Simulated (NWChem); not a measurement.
HfHSF$_{3}$; SMILES [F][Hf]([F])([F])[SH]

```xyz
6

Hf     0.0780     0.2389     0.1238
F      1.8803     0.7076     0.5678
F     -1.1969     1.0812     1.2738
F     -0.1870     0.6960    -1.7164
S     -0.2070    -2.1818     0.3942
H      0.7904    -2.4368    -0.5051
```
Atoms are numbered in this order, from 1.

Level: PBE-D3(BJ)/def2-SVP with def2 effective core potentials on Hf (NWChem), optimised geometry, unscaled harmonic frequencies. def2 effective core potentials on Hf; no spin-orbit coupling.

List the harmonic frequencies with IR intensities, and the thermochemistry.


```tsv
frequency (cm⁻¹)	IR intensity (km/mol)
91	22.6
112	5.5
121	11.3
146	12.8
159	7.1
175	0.4
351	31.4
505	21.7
654	99.5
657	66.5
661	91.0
2595	2.0
```

- zero-point energy = 8.9 kcal/mol
- thermal correction to the enthalpy at 298.15 K (with zero-point energy) = 14.4 kcal/mol
- heat capacity Cv = 23.0 cal/(mol K)
- entropy at 298.15 K and 1 atm (symmetry number 1) = 91.3 cal/(mol K)

Rigid rotor and harmonic oscillator; modes under 100 cm⁻¹ make the entropy uncertain.
